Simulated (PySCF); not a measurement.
Compound: C₆H₁₂AlN.
Atom-mapped SMILES: `[AlH3-:1][N+:2]#[C:3][CH2:4][CH:5]1[CH2:6][CH2:7][CH2:8]1` (hydrogens: H9, H10, H11 on Al1; H12, H13 on C4; H14 on C5; H15, H16 on C6; H17, H18 on C7; H19, H20 on C8)

All values: CAM-B3LYP/def2-SVPD (PySCF, non-relativistic), on one gas-phase PBE0-D3(BJ)/def2-SVP geometry that isn't relaxed in the solvent. The solvent is an IEF-PCM continuum (Bondi radii, 1.10 Å for H, scaled by 1.2). Specific hydrogen bonds and non-electrostatic terms are outside this model.

Gas phase at CAM-B3LYP/def2-SVPD: HOMO -8.49 eV, LUMO 0.15 eV, dipole 8.52 D.

**Question.** What does the continuum do to the energy, the frontier levels and the dipole at CAM-B3LYP/def2-SVPD in chloroform and dimethylsulfoxide?

**Answer.** 
| solvent | ε | E(solvent) − E(gas) (kcal/mol) | polarisation term (kcal/mol) | distortion of the solute (kcal/mol) | HOMO (eV) | LUMO (eV) | dipole (D) |
| --- | --- | --- | --- | --- | --- | --- | --- |
| chloroform | 4.711 | -8.79 | -10.03 | 1.24 | -9.10 | 0.55 | 9.91 |
| dimethylsulfoxide | 46.83 | -11.90 | -14.24 | 2.34 | -9.32 | 0.65 | 10.43 |

The polarisation term is half the interaction of the solute with the surface charges that it induces; the rest is the cost of distorting the solute's density. The sum is the electrostatic part of solvation alone. From chloroform to dimethylsulfoxide the lowering changes by a factor 1.35, Onsager's factor (ε − 1)/(2ε + 1) by 1.36 and ε itself by 9.9.

**Question.** Which radius a makes the point-dipole formula ΔE = −[(ε − 1)/(2ε + 1)]·μ²/a³ give the value in dimethylsulfoxide, with the gas-phase dipole?

**Answer.** μ = 3.350 au and |ΔE| = 0.01896 Eh give a = 3.49 Å; the farthest nucleus lies 4.75 Å from the centroid of the nuclei, so such a sphere wouldn't even hold the nuclei. The formula assumes a rigid point dipole at the centre of a sphere.

**Question.** How does the static polarisability (CAM-B3LYP/def2-SVPD, frozen core, with the continuum's full static response) change?

**Answer.** 
```json
{"medium": "gas", "isotropic (au)": "106.9", "principal values (au)": "94.4, 100.9, 125.2", "⟨r²⟩ of the electrons (bohr²)": "1608.1"}
{"medium": "chloroform", "isotropic (au)": "130.7", "principal values (au)": "119.4, 125.1, 147.6", "⟨r²⟩ of the electrons (bohr²)": "1609.8"}
{"medium": "dimethylsulfoxide", "isotropic (au)": "143.1", "principal values (au)": "133.9, 137.4, 158.1", "⟨r²⟩ of the electrons (bohr²)": "1610.4"}
```

The isotropic value in dimethylsulfoxide is 1.34 times the gas-phase one; no cavity-field correction is applied. ⟨r²⟩ is taken about the centre of nuclear charge.

Shape of the structure used: `[AlH3-:1][N+:2]#[C:3][CH2:4][CH:5]1[CH2:6][CH2:7][CH2:8]1`: C3–C4–C5–C6 -51°.
